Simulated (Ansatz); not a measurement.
System: Cu, charge 1, singlet.

Total energies in cc-pwCVQZ-DK, 18 correlated electrons, 5 frozen orbitals. Open shells are spin-unrestricted; no spin-orbit coupling. The -DK rows use spin-free X2C, correlate 3s3p of the metal (1s2s2p frozen) and give its partners the cc-pVXZ-DK valence sets.

```tsv
method	program	energy (Eh)	minus CCSDT(Q) (mEh)
HF	Ansatz	-1652.91950	934.90
MP2	Ansatz	-1653.95326	-98.86
CCSD	Ansatz	-1653.83038	24.02
CCSD(T)	Ansatz	-1653.85691	-2.51
CCSDT(Q)	Ansatz	-1653.85440	0.00
```

Ansatz is a quantum-chemistry and plane-wave program.
